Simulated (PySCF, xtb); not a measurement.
ZrOF2, SMILES [O]=[Zr]([F])[F], multiplicity 1.

Harmonic wavenumbers (cm⁻¹) from GFN2-xTB (xtb) at its own minimum, in rising order: 94, 161, 201, 497, 539, 834.

Question: What does PBE-D3(BJ)/def2-TZVP (PySCF) give at its own minimum? (The exact figures need the calculation; the answer reports its results.)

Answer: 113, 180, 233, 610, 629, 932. Paired by order, the mean absolute difference is 62 cm⁻¹ and the zero-point energies are 3.3 and 3.9 kcal/mol.
